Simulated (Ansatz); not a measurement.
Breaking the Al1–H2 bond in AlFH2 (SMILES [F][AlH2]) (multiplicity 1 held, fragments rigid). Energies count from the point at 1.570 Å.
Geometry at that point (charge 0, multiplicity 1):
```xyz
4

Al    -0.24669    -0.47885     0.15841
H      0.47074    -1.31219     1.27881
H     -1.58944    -0.85928    -0.56046
F      0.48064     0.93295    -0.30863
```

Signs of static correlation in cc-pV(D+d)Z, with CASSCF(2,2), from Ansatz (an electronic-structure program) runs.

```json
[
 {"R (Å)": "1.256", "T1 of restricted CCSD": "0.014", "⟨S²⟩ of UHF": "0.000", "largest double amplitude of restricted CCSD": "0.033", "weight of the CASSCF reference in MRCISD": "0.936", "CASSCF natural occupations": "1.99 0.01"},
 {"R (Å)": "1.413", "T1 of restricted CCSD": "0.014", "⟨S²⟩ of UHF": "0.000", "largest double amplitude of restricted CCSD": "0.041", "weight of the CASSCF reference in MRCISD": "0.936", "CASSCF natural occupations": "1.98 0.02"},
 {"R (Å)": "1.570", "T1 of restricted CCSD": "0.014", "⟨S²⟩ of UHF": "0.000", "largest double amplitude of restricted CCSD": "0.048", "weight of the CASSCF reference in MRCISD": "0.936", "CASSCF natural occupations": "1.98 0.02"},
 {"R (Å)": "1.727", "T1 of restricted CCSD": "0.014", "⟨S²⟩ of UHF": "0.000", "largest double amplitude of restricted CCSD": "0.048", "weight of the CASSCF reference in MRCISD": "0.937", "CASSCF natural occupations": "1.97 0.03"},
 {"R (Å)": "1.884", "T1 of restricted CCSD": "0.015", "⟨S²⟩ of UHF": "0.000", "largest double amplitude of restricted CCSD": "0.053", "weight of the CASSCF reference in MRCISD": "0.937", "CASSCF natural occupations": "1.96 0.04"},
 {"R (Å)": "2.119", "T1 of restricted CCSD": "0.016", "⟨S²⟩ of UHF": "0.000", "largest double amplitude of restricted CCSD": "0.110", "weight of the CASSCF reference in MRCISD": "0.937", "CASSCF natural occupations": "1.93 0.07"},
 {"R (Å)": "2.355", "T1 of restricted CCSD": "0.018", "⟨S²⟩ of UHF": "0.201", "largest double amplitude of restricted CCSD": "0.167", "weight of the CASSCF reference in MRCISD": "0.938", "CASSCF natural occupations": "1.89 0.11"},
 {"R (Å)": "2.747", "T1 of restricted CCSD": "0.026", "⟨S²⟩ of UHF": "0.699", "largest double amplitude of restricted CCSD": "[?]", "weight of the CASSCF reference in MRCISD": "0.938", "CASSCF natural occupations": "1.77 0.23"},
 {"R (Å)": "3.140", "T1 of restricted CCSD": "0.039", "⟨S²⟩ of UHF": "0.889", "largest double amplitude of restricted CCSD": "[?]", "weight of the CASSCF reference in MRCISD": "0.938", "CASSCF natural occupations": "1.61 0.39"},
 {"R (Å)": "3.611", "T1 of restricted CCSD": "0.057", "⟨S²⟩ of UHF": "0.970", "largest double amplitude of restricted CCSD": "0.606", "weight of the CASSCF reference in MRCISD": "0.938", "CASSCF natural occupations": "1.39 0.61"},
 {"R (Å)": "4.239", "T1 of restricted CCSD": "0.074", "⟨S²⟩ of UHF": "0.999", "largest double amplitude of restricted CCSD": "0.805", "weight of the CASSCF reference in MRCISD": "0.938", "CASSCF natural occupations": "1.18 0.82"},
 {"R (Å)": "5.024", "T1 of restricted CCSD": "0.081", "⟨S²⟩ of UHF": "1.005", "largest double amplitude of restricted CCSD": "0.936", "weight of the CASSCF reference in MRCISD": "0.938", "CASSCF natural occupations": "1.07 0.93"}
]
```

Complete the blanks.


- 2.747, largest double amplitude of restricted CCSD: 0.282
- 3.140, largest double amplitude of restricted CCSD: 0.423

Doubts at one or more of the structures used: a restricted determinant that unrestricted orbitals would lower (R-CCSD(T)/cc-pV(D+d)Z); other coupled-cluster roots lie near (R-CCSD(T)/cc-pV(D+d)Z); T1 above 0.05 (R-CCSD(T)/cc-pV(D+d)Z, U-CCSD(T)/cc-pV(D+d)Z); a spin-contaminated determinant (U-CCSD(T)/cc-pV(D+d)Z).
